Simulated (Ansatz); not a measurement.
Born–Oppenheimer molecular dynamics of a periodic cell of 36 atoms, H23C2NO10 (contents 10 H2O + 1 CH3CN, density as packed 0.95 g/cm³ with natural masses). It starts from a partly relaxed structure (largest force component 0.57 eV/Å).

Method: DFT r2SCAN-D3(BJ), scalar-relativistic, plane waves, PAW (Ansatz). Settings: accuracy low, cutoff 500 eV, k mesh 1x1x1, fermi-dirac smearing 0.02 eV, no spin polarisation.

| Quantity | Value |
| --- | --- |
| ensemble | NVT, Langevin thermostat |
| time step | 0.75 fs |
| steps asked | 40 |
| set temperature | 700 K |
| friction | 0.02 /fs |
| seed | 648581 |

Frames 0.75 fs apart, positions in Å, forces in eV/Å.

Velocities at 15.0 fs (Å/ps):

```
O -10.79 1.44 1.53
H -25.40 3.06 0.60
H 0.01 -5.65 -1.38
O 5.89 -4.62 -2.51
H 16.37 15.40 -18.63
H -18.58 -32.25 1.21
O 0.71 -0.44 -8.42
H 17.44 0.54 -0.96
H -15.97 18.11 41.62
O 3.46 -9.21 12.92
H 12.67 -15.76 23.56
H -14.44 -18.51 -1.88
O -4.93 -6.56 9.29
H 27.40 18.58 -7.19
H -19.59 58.95 9.13
O 4.21 5.43 4.09
H 18.86 24.24 5.20
H 11.58 11.67 11.40
O 1.20 -9.85 -0.86
H 7.75 -12.41 20.57
H 24.73 21.77 43.79
O 4.82 -1.91 -0.64
H -9.90 -5.94 16.17
H 19.83 -6.98 11.70
O 6.27 4.47 2.84
H -7.02 -4.57 -6.27
H -23.17 16.76 -9.40
O 5.27 2.74 -3.93
H 4.50 -19.35 -22.52
H 9.90 -4.82 17.46
C -0.25 -5.54 -4.74
C -5.35 -2.22 1.72
N 3.17 7.21 -4.75
H 9.56 -17.73 30.22
H -29.93 5.38 -14.25
H -3.70 23.49 7.74
```

```xyz
36
Lattice="7.2874 0.0000 0.0000 0.0000 7.2874 0.0000 0.0000 0.0000 7.2874" Properties=species:S:1:pos:R:3:forces:R:3 time_fs=15.0 energy_less_start_eV=1.925 T=464
O 0.154 0.590 6.037 0.87 -0.30 0.66
H 0.008 1.331 6.644 0.38 -0.05 -0.16
H -0.484 0.618 5.338 -0.85 0.42 -0.41
O 4.389 1.584 -0.252 2.39 0.72 0.13
H 5.372 1.811 -0.131 -2.16 -0.11 0.29
H 4.496 1.131 -1.118 -0.57 -0.33 -0.12
O 3.357 1.390 2.233 -0.33 0.08 2.40
H 2.506 1.662 2.634 0.61 -0.11 -0.58
H 3.169 1.367 1.315 -0.21 -0.21 -1.47
O 0.792 5.091 6.090 0.78 -0.11 -1.57
H 0.933 5.913 5.588 -0.33 -0.37 0.35
H 0.404 4.408 5.472 0.09 0.80 0.47
O 4.909 0.568 4.780 -0.87 0.08 -2.53
H 4.473 1.123 4.076 0.73 -0.25 0.82
H 4.706 -0.305 4.373 0.24 0.00 0.87
O 0.964 2.301 1.016 0.73 -0.95 -0.95
H 0.429 2.694 1.688 -0.71 0.76 0.16
H 1.570 2.966 0.581 -0.68 0.01 0.73
O 2.801 3.870 7.407 1.72 -2.74 1.49
H 2.599 4.449 6.724 -0.86 1.59 -2.13
H 3.285 3.079 7.020 -0.12 1.07 0.45
O 6.472 3.574 4.582 -0.26 -0.50 -0.29
H 6.204 3.194 3.715 0.20 0.35 0.13
H 5.656 3.992 4.883 0.03 0.20 -0.01
O 6.721 5.311 0.859 -0.97 0.20 1.45
H 7.338 5.455 0.140 0.47 -0.37 -0.86
H 6.140 6.062 0.773 -0.30 0.42 0.11
O 5.656 3.060 1.904 -0.54 0.01 0.09
H 5.433 3.929 1.532 0.67 -0.14 0.01
H 4.870 2.524 1.714 0.01 -0.06 0.51
C 1.905 5.459 2.778 -0.55 0.62 -0.64
C 3.026 5.143 3.619 -0.01 1.22 0.47
N 3.946 5.211 4.316 0.01 -0.74 -0.07
H 1.742 6.585 2.772 0.39 -1.35 0.01
H 2.163 5.121 1.761 -0.33 0.17 0.27
H 0.957 4.996 3.082 0.37 -0.04 -0.06
36
Lattice="7.2874 0.0000 0.0000 0.0000 7.2874 0.0000 0.0000 0.0000 7.2874" Properties=species:S:1:pos:R:3:forces:R:3 time_fs=15.8 energy_less_start_eV=2.038 T=418
O 0.146 0.590 6.038 0.86 -0.20 0.73
H -0.011 1.332 6.645 0.42 -0.15 -0.23
H -0.489 0.614 5.337 -0.84 0.40 -0.40
O 4.394 1.580 -0.253 2.45 0.66 -0.04
H 5.380 1.820 -0.143 -2.29 -0.22 0.22
H 4.484 1.108 -1.119 -0.49 -0.10 0.20
O 3.357 1.390 2.227 0.28 0.04 4.01
H 2.518 1.665 2.631 0.32 -0.01 -0.31
H 3.155 1.379 1.341 -0.55 -0.26 -3.34
O 0.793 5.084 6.099 0.54 -0.77 -1.65
H 0.941 5.902 5.607 -0.29 -0.05 0.10
H 0.393 4.396 5.472 0.30 1.12 0.73
O 4.906 0.563 4.786 -0.55 2.08 -2.01
H 4.492 1.136 4.074 0.80 -0.31 1.06
H 4.692 -0.260 4.381 -0.16 -1.96 0.04
O 0.967 2.305 1.018 0.75 -0.77 -0.90
H 0.442 2.714 1.690 -0.72 0.68 0.16
H 1.575 2.975 0.590 -0.69 -0.13 0.67
O 2.803 3.862 7.406 1.28 -2.04 2.20
H 2.603 4.444 6.730 -0.87 1.72 -2.35
H 3.302 3.099 7.054 0.32 0.25 -0.06
O 6.476 3.572 4.581 0.11 -0.64 -0.29
H 6.197 3.191 3.722 0.21 0.33 -0.01
H 5.671 3.986 4.892 -0.36 0.41 0.13
O 6.725 5.314 0.861 -1.66 1.00 1.39
H 7.334 5.450 0.131 0.44 -0.34 -0.85
H 6.122 6.074 0.764 0.40 -0.42 0.19
O 5.659 3.062 1.901 -0.29 -0.41 0.36
H 5.439 3.913 1.514 0.54 0.39 -0.18
H 4.878 2.521 1.732 -0.13 -0.17 0.43
C 1.906 5.455 2.775 -0.49 0.59 -0.57
C 3.022 5.142 3.621 0.29 1.14 0.53
N 3.949 5.216 4.313 -0.22 -0.78 -0.17
H 1.748 6.569 2.792 0.35 -1.02 -0.10
H 2.143 5.125 1.751 -0.26 0.17 0.35
H 0.955 5.016 3.087 0.20 -0.23 -0.02
36
Lattice="7.2874 0.0000 0.0000 0.0000 7.2874 0.0000 0.0000 0.0000 7.2874" Properties=species:S:1:pos:R:3:forces:R:3 time_fs=16.5 energy_less_start_eV=2.149 T=388
O 0.139 0.591 6.038 0.64 -0.10 0.58
H -0.029 1.331 6.647 0.46 -0.25 -0.30
H -0.501 0.614 5.334 -0.63 0.36 -0.19
O 4.401 1.577 -0.255 2.14 0.46 -0.30
H 5.376 1.826 -0.153 -2.04 -0.24 0.21
H 4.475 1.082 -1.121 -0.42 0.18 0.56
O 3.358 1.390 2.223 0.72 -0.04 4.51
H 2.528 1.671 2.625 0.02 0.08 -0.03
H 3.140 1.392 1.351 -0.68 -0.26 -4.11
O 0.794 5.077 6.107 0.48 -1.03 -1.59
H 0.947 5.894 5.624 -0.27 0.15 -0.05
H 0.386 4.391 5.478 0.37 1.19 0.77
O 4.902 0.558 4.793 -0.03 3.83 -1.24
H 4.515 1.145 4.078 0.75 -0.24 1.10
H 4.680 -0.226 4.389 -0.65 -3.80 -0.84
O 0.969 2.310 1.022 0.71 -0.55 -0.77
H 0.448 2.736 1.689 -0.70 0.55 0.12
H 1.579 2.986 0.600 -0.68 -0.26 0.58
O 2.803 3.853 7.405 0.35 -0.36 2.08
H 2.607 4.447 6.720 -0.62 1.08 -1.70
H 3.317 3.120 7.090 0.98 -0.77 -0.62
O 6.478 3.571 4.582 0.37 -0.82 -0.45
H 6.191 3.189 3.723 0.27 0.40 0.05
H 5.683 3.979 4.903 -0.66 0.55 0.24
O 6.729 5.318 0.862 -1.89 1.49 1.09
H 7.333 5.440 0.115 0.17 -0.35 -0.56
H 6.106 6.080 0.755 0.86 -0.92 0.24
O 5.663 3.065 1.898 -0.06 -0.92 0.67
H 5.452 3.898 1.497 0.38 0.92 -0.42
H 4.883 2.518 1.754 -0.22 -0.20 0.35
C 1.906 5.449 2.772 -0.32 0.47 -0.55
C 3.018 5.142 3.624 0.57 1.06 0.58
N 3.951 5.221 4.310 -0.44 -0.80 -0.27
H 1.750 6.548 2.810 0.33 -0.55 -0.20
H 2.128 5.129 1.742 -0.20 0.15 0.41
H 0.957 5.037 3.091 -0.08 -0.47 0.06
36
Lattice="7.2874 0.0000 0.0000 0.0000 7.2874 0.0000 0.0000 0.0000 7.2874" Properties=species:S:1:pos:R:3:forces:R:3 time_fs=17.2 energy_less_start_eV=2.131 T=422
O 0.133 0.591 6.037 0.38 -0.07 0.31
H -0.040 1.330 6.647 0.48 -0.26 -0.29
H -0.512 0.621 5.327 -0.37 0.32 0.08
O 4.408 1.573 -0.257 1.50 0.16 -0.58
H 5.364 1.831 -0.162 -1.46 -0.17 0.23
H 4.467 1.054 -1.122 -0.34 0.46 0.88
O 3.358 1.389 2.221 0.81 -0.17 3.20
H 2.540 1.680 2.619 -0.34 0.20 0.24
H 3.124 1.407 1.337 -0.38 -0.25 -3.06
O 0.795 5.071 6.115 0.55 -0.97 -1.47
H 0.950 5.890 5.638 -0.28 0.23 -0.10
H 0.383 4.393 5.488 0.33 1.05 0.64
O 4.899 0.554 4.800 0.37 4.23 -0.74
H 4.544 1.149 4.087 0.58 -0.01 0.91
H 4.665 -0.213 4.394 -0.90 -4.47 -1.19
O 0.970 2.315 1.024 0.61 -0.24 -0.53
H 0.450 2.761 1.686 -0.59 0.34 -0.04
H 1.586 2.997 0.612 -0.68 -0.40 0.49
O 2.803 3.844 7.404 -0.61 1.43 1.48
H 2.608 4.453 6.700 -0.29 0.15 -0.70
H 3.338 3.138 7.122 1.61 -1.60 -1.04
O 6.481 3.569 4.582 0.52 -0.91 -0.52
H 6.187 3.188 3.724 0.28 0.44 0.06
H 5.693 3.976 4.913 -0.83 0.61 0.29
O 6.732 5.322 0.864 -1.79 1.68 0.69
H 7.332 5.427 0.094 -0.18 -0.35 -0.13
H 6.095 6.080 0.751 1.09 -1.11 0.25
O 5.667 3.066 1.895 0.08 -1.25 0.91
H 5.469 3.888 1.477 0.25 1.23 -0.59
H 4.886 2.514 1.778 -0.27 -0.16 0.28
C 1.905 5.444 2.769 -0.15 0.16 -0.42
C 3.014 5.141 3.628 0.84 1.00 0.60
N 3.954 5.225 4.308 -0.69 -0.81 -0.39
H 1.752 6.522 2.827 0.29 0.11 -0.28
H 2.112 5.133 1.735 -0.13 0.10 0.40
H 0.957 5.056 3.096 -0.30 -0.69 0.11
36
Lattice="7.2874 0.0000 0.0000 0.0000 7.2874 0.0000 0.0000 0.0000 7.2874" Properties=species:S:1:pos:R:3:forces:R:3 time_fs=18.0 energy_less_start_eV=2.011 T=463
O 0.125 0.590 6.036 0.21 -0.16 -0.01
H -0.044 1.329 6.643 0.46 -0.17 -0.20
H -0.520 0.629 5.319 -0.15 0.29 0.32
O 4.415 1.569 -0.260 0.36 -0.22 -0.78
H 5.343 1.835 -0.174 -0.38 0.06 0.31
H 4.458 1.029 -1.121 -0.27 0.67 1.05
O 3.360 1.386 2.220 0.46 -0.20 0.88
H 2.550 1.692 2.615 -0.56 0.26 0.38
H 3.107 1.423 1.303 0.22 -0.29 -0.84
O 0.796 5.066 6.123 0.72 -0.67 -1.29
H 0.954 5.887 5.650 -0.30 0.23 -0.08
H 0.385 4.398 5.501 0.20 0.77 0.40
O 4.896 0.552 4.807 0.43 2.83 -0.74
H 4.576 1.147 4.102 0.29 0.44 0.43
H 4.645 -0.221 4.389 -0.68 -3.56 -0.75
O 0.972 2.320 1.027 0.36 0.08 -0.17
H 0.446 2.788 1.683 -0.38 0.04 -0.31
H 1.592 3.004 0.626 -0.64 -0.46 0.37
O 2.803 3.836 7.404 -1.04 2.38 0.66
H 2.609 4.460 6.679 0.00 -0.68 0.20
H 3.368 3.147 7.149 1.75 -1.70 -1.12
O 6.484 3.566 4.582 0.65 -0.87 -0.38
H 6.184 3.189 3.730 0.25 0.38 -0.12
H 5.702 3.972 4.921 -0.93 0.65 0.33
O 6.736 5.327 0.865 -1.53 1.59 0.35
H 7.330 5.413 0.071 -0.50 -0.33 0.28
H 6.088 6.075 0.751 1.12 -1.05 0.21
O 5.671 3.066 1.891 0.27 -1.04 0.94
H 5.488 3.883 1.453 0.23 1.08 -0.53
H 4.894 2.510 1.802 -0.46 -0.21 0.18
C 1.904 5.438 2.764 -0.08 -0.29 -0.11
C 3.009 5.138 3.632 1.04 0.96 0.55
N 3.956 5.228 4.305 -0.91 -0.82 -0.47
H 1.755 6.497 2.838 0.23 0.83 -0.31
H 2.095 5.134 1.732 -0.03 0.02 0.25
H 0.954 5.071 3.102 -0.40 -0.82 0.12
36
Lattice="7.2874 0.0000 0.0000 0.0000 7.2874 0.0000 0.0000 0.0000 7.2874" Properties=species:S:1:pos:R:3:forces:R:3 time_fs=18.8 energy_less_start_eV=1.958 T=532
O 0.118 0.591 6.035 0.02 -0.25 -0.36
H -0.044 1.330 6.638 0.43 -0.06 -0.10
H -0.528 0.643 5.309 0.08 0.24 0.59
O 4.422 1.564 -0.263 -1.16 -0.59 -0.79
H 5.319 1.838 -0.187 1.08 0.44 0.42
H 4.449 1.010 -1.113 -0.19 0.72 0.97
O 3.361 1.383 2.219 -0.16 -0.05 -0.98
H 2.553 1.706 2.611 -0.43 0.20 0.31
H 3.093 1.436 1.262 0.74 -0.39 1.12
O 0.796 5.059 6.130 1.04 -0.09 -0.93
H 0.963 5.883 5.660 -0.34 0.15 -0.02
H 0.391 4.407 5.518 -0.06 0.27 -0.06
O 4.893 0.550 4.814 0.19 0.33 -1.03
H 4.613 1.145 4.119 -0.04 0.96 -0.24
H 4.625 -0.251 4.378 -0.12 -1.62 0.20
O 0.973 2.325 1.031 -0.03 0.34 0.27
H 0.437 2.816 1.678 -0.14 -0.30 -0.60
H 1.597 3.006 0.642 -0.51 -0.41 0.20
O 2.802 3.828 7.404 -0.62 2.19 -0.17
H 2.613 4.463 6.663 0.20 -1.23 0.79
H 3.409 3.144 7.170 1.13 -0.95 -0.89
O 6.486 3.563 4.581 0.72 -0.70 -0.03
H 6.182 3.197 3.736 0.15 0.22 -0.48
H 5.708 3.966 4.931 -0.92 0.64 0.34
O 6.739 5.334 0.866 -1.12 1.17 0.18
H 7.327 5.396 0.050 -0.72 -0.26 0.59
H 6.087 6.065 0.758 0.90 -0.70 0.11
O 5.675 3.067 1.888 0.52 -0.55 0.84
H 5.508 3.882 1.425 0.23 0.70 -0.34
H 4.904 2.508 1.827 -0.74 -0.31 0.08
C 1.902 5.432 2.760 -0.15 -0.71 0.23
C 3.004 5.134 3.636 1.13 0.92 0.40
N 3.957 5.229 4.301 -1.00 -0.81 -0.46
H 1.761 6.476 2.845 0.18 1.43 -0.32
H 2.076 5.134 1.730 0.07 -0.08 0.08
H 0.948 5.081 3.109 -0.37 -0.85 0.08
```

Of the whole run (30 fs, mean temperature of the second half 493 K): The mean temperature of the second half is 30 % below the set value. A run of 0.03 ps of so small a system gives no equilibrium averages. Limits of this set-up: coarse k mesh, low accuracy level.

Time of the run: 11 min on 1 thread of Arm Neoverse V2, with other jobs on the host, peak memory 0.71 GiB.
